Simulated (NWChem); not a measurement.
Everything below was run with NWChem. System: CH2ClNOSi, charge 0, spin multiplicity 1, at a geometry optimised with B3LYP/def2-SVP. The structure started from a generated list of species. Level: MP2/def2-TZVP, 13 core orbitals frozen.

Job file:

```
start mol
memory heap 200 mb stack 800 mb global 1000 mb
geometry units angstroms nocenter noautoz noautosym
  N      2.902588     0.115137    -0.276773
  C      1.893295    -0.274231     0.149519
  O      0.797433    -0.718517     0.655735
  Si    -0.766344    -0.747658    -0.034162
  Cl    -1.477330     1.172419    -0.193793
  H     -1.551460    -1.520216     0.944674
  H     -0.662476    -1.356132    -1.377524
end
basis spherical
  * library def2-tzvp
end
scf
  rhf
  nopen 0
  maxiter 100
  thresh 1e-7
  semidirect memsize 60000000 filesize 0
end
mp2
  freeze core 13
end
task mp2 energy
```

Output (cleaned and shortened):

```
             Northwest Computational Chemistry Package (NWChem) 7.3.0
             --------------------------------------------------------

                                NWChem Input Module
                                -------------------

 Scaling coordinates for geometry "geometry" by  1.889725989
 (inverse scale =  0.529177249)

                             Geometry "geometry" -> ""
                             -------------------------

 Output coordinates in angstroms (scale by  1.889725989 to convert to a.u.)

  No.       Tag          Charge          X              Y              Z
 ---- ---------------- ---------- -------------- -------------- --------------
    1 N                    7.0000     2.90258800     0.11513700    -0.27677300
    2 C                    6.0000     1.89329500    -0.27423100     0.14951900
    3 O                    8.0000     0.79743300    -0.71851700     0.65573500
    4 Si                  14.0000    -0.76634400    -0.74765800    -0.03416200
    5 Cl                  17.0000    -1.47733000     1.17241900    -0.19379300
    6 H                    1.0000    -1.55146000    -1.52021600     0.94467400
    7 H                    1.0000    -0.66247600    -1.35613200    -1.37752400

 Effective nuclear repulsion energy (a.u.)     252.3991395786

            Nuclear Dipole moment (a.u.)
            ----------------------------
        X                 Y               Z
 ---------------- ---------------- ----------------
    -0.0000226767     0.0000000000    -0.0000302356


 Summary of "ao basis" -> "" (spherical)
 ------------------------------------------------------------------------------
       Tag                 Description            Shells   Functions and Types
 ---------------- ------------------------------  ------  ---------------------
 *                         def2-tzvp                  on all atoms

 Summary of "ao basis" -> "ao basis" (spherical)
 ------------------------------------------------------------------------------
       Tag                 Description            Shells   Functions and Types
 ---------------- ------------------------------  ------  ---------------------
 N                         def2-tzvp                11       31   5s3p2d1f
 C                         def2-tzvp                11       31   5s3p2d1f
 O                         def2-tzvp                11       31   5s3p2d1f
 Si                        def2-tzvp                13       37   5s5p2d1f
 Cl                        def2-tzvp                13       37   5s5p2d1f
 H                         def2-tzvp                 4        6   3s1p

                                 NWChem SCF Module
                                 -----------------

  ao basis        = "ao basis"
  functions       =   179
  atoms           =     7
  closed shells   =    27
  open shells     =     0
  charge          =   0.00
  wavefunction    = RHF
  use symmetry    = F
  symmetry adapt  = F

 Summary of "ao basis" -> "ao basis" (spherical)
 ------------------------------------------------------------------------------
       Tag                 Description            Shells   Functions and Types
 ---------------- ------------------------------  ------  ---------------------
 N                         def2-tzvp                11       31   5s3p2d1f
 C                         def2-tzvp                11       31   5s3p2d1f
 O                         def2-tzvp                11       31   5s3p2d1f
 Si                        def2-tzvp                13       37   5s5p2d1f
[...]

 Vector   30  Occ=0.000000D+00  E= 1.457361D-01
              MO Center= -1.0D+00, -1.1D+00, -1.9D-01, r^2= 5.9D+00
   Bfn.  Coefficient  Atom+Function         Bfn.  Coefficient  Atom+Function
  ----- ------------  ---------------      ----- ------------  ---------------
    98      2.374712  4 Si s                176     -1.634226  7 H  s
   170     -1.212029  6 H  s                 43      0.536524  2 C  px
    36     -0.489203  2 C  s                 97      0.477074  4 Si s
   111      0.414695  4 Si px               112     -0.404277  4 Si py
   149      0.290496  5 Cl py                74      0.287800  3 O  px

------------------------------------------------------------
EAF file 0: "./mol.aoints.0" size=524288 bytes
------------------------------------------------------------
               write      read    awrite     aread      wait
               -----      ----    ------     -----      ----
     calls:        1        23         0         0         0
   data(b): 5.24e+05  1.21e+07  0.00e+00  0.00e+00
   time(s): 0.00e+00  0.00e+00  0.00e+00  0.00e+00  0.00e+00
rate(mb/s): 0.00e+00  0.00e+00
------------------------------------------------------------

 center of mass
 --------------
 x =   0.01391876 y =   0.07086508 z =   0.00420978

 moments of inertia (a.u.)
 ------------------
         319.465996085747         185.696654706711         -38.196424733546
         185.696654706711         996.863462563357          54.560562639206
         -38.196424733546          54.560562639206        1227.939967296561

  Mulliken analysis of the total density
  --------------------------------------

    Atom       Charge   Shell Charges
 -----------   ------   -------------------------------------------------------
    1 N    7     7.26   0.82  1.15  0.59  0.88  0.28  1.36  1.46  0.65  0.01  0.05  0.00
    2 C    6     5.69   0.86  1.12  0.54  0.35  0.02  1.21  1.13  0.25  0.05  0.13  0.03
    3 O    8     8.46   0.79  1.18  0.54  0.98  0.28  1.88  2.13  0.65  0.00  0.02  0.00
    4 Si  14    13.33   2.00  0.58  1.39  0.81  0.27  4.12  1.73  0.50  1.17  0.17  0.21  0.29  0.08
    5 Cl  17    17.27   2.01  0.45  1.52  1.08  0.86  4.18  1.69  1.07  2.90  1.46  0.01  0.03  0.00
    6 H    1     1.01   0.24  0.55  0.20  0.01
    7 H    1     1.00   0.24  0.55  0.20  0.01

       Multipole analysis of the density wrt the origin
       ------------------------------------------------

     L   x y z        total         open         nuclear
     -   - - -        -----         ----         -------
     0   0 0 0     -0.000000      0.000000     54.000000

     1   1 0 0     -1.716016      0.000000     -0.000023
     1   0 1 0     -0.829772      0.000000      0.000000
     1   0 0 1      0.157413      0.000000     -0.000030

     2   2 0 0    -41.479659      0.000000    477.594654
     2   1 1 0      0.242350      0.000000    -84.012820
     2   1 0 1      1.559976      0.000000     17.636556
     2   0 2 0    -30.734918      0.000000    142.906201
     2   0 1 1      0.521440      0.000000    -26.109028
     2   0 0 2    -31.991915      0.000000     26.979509

                   NWChem MP2 Semi-direct Energy/Gradient Module
                   ---------------------------------------------

  Basis functions       =    179
  Molecular orbitals    =    179
  Frozen core           =     13
  Frozen virtuals       =      0
  Active alpha occupied =     14
  Active beta occupied  =     14
  Active alpha virtual  =    152
  Active beta virtual   =    152
  Use MO symmetry       = F
  Use skeleton AO sym   = F

  AO/Fock/Back tols     =   1.0D-09  1.0D-09  1.0D-09

 GA uses MA = F    GA memory limited = T

 Available:
  local mem=  1.15D+08
 global mem=  1.31D+08
 local disk=  0.00D+00
  mp2_memr nvloc                   152
  nvloc new                   152
   1 passes of  14:        5242880                     171721                 107085094.
   1 passes of  14: M    114679078           G      131007918           F     109436198.

 Semi-direct pass number   1 of   1  for RHF alpha+beta  at       82.4s
  vrange nnbf                 14793
  mp2_eaftype                   408  avail_ma_in_mb                   999
 EAF : mp2_eaftype filesize         408   53542547.
  mp2_eaf for mointskh                    408
Node 0 wrote    251.8 Mb in      0.2 s     Agg I/O rate:  1244.8 Mb/s
 Done moints_semi at      104.5s
  mp2_eaftype                   408  avail_ma_in_mb                   591
 EAF : mp2_eaftype filesize         408   53542547.
  mp2_eaf for kh                   408
 Done maket at      105.8s
 Done multipass loop at      105.8s

          -------------------------------------------
          SCF energy                -916.936328667265
          Correlation energy          -0.861256782908
          Singlet pairs               -0.536749114557
          Triplet pairs               -0.324507668351
          Total MP2 energy          -917.797585450173
          -------------------------------------------

          ---------------------------------------------------
                    Spin Component Scaled (SCS) MP2
          Same spin pairs                     -0.216338445567
          Same spin scaling factor             0.333333333333
          Opposite spin pairs                 -0.644918337341
          Opposite spin scaling fact.          1.200000000000
          SCS-MP2 correlation energy          -0.846014819998
          Total SCS-MP2 energy              -917.782343487263
          ---------------------------------------------------

 -----------------------
 Performance information
 -----------------------

 Timer overhead =  2.03D-07 seconds/call

               Nr. of calls         CPU time (s)                 Wall time (s)                GFlops
             ---------------    -------------------     ------------------------------   -------------------
Name         Min   Avg   Max    Min     Avg     Max     Min     Avg     Max   Mx/calls   Min     Max     Sum
mp2: moin     1     1     1    22.     22.     22.      22.     22.     22.     22.      0.0     0.0     0.0
mp2: make     1     1     1    1.3     1.3     1.3      1.3     1.3     1.3     1.3      0.0     0.0     0.0
mp2: tota     1     1     1    24.     24.     24.      24.     24.     24.     24.      0.0     0.0     0.0

 The average no. of pstat calls per process was 3.00D+00
 with a timing overhead of 6.08D-07s

 Task  times  cpu:      105.8s     wall:      105.8s

 Total times  cpu:      105.8s     wall:      105.8s
```
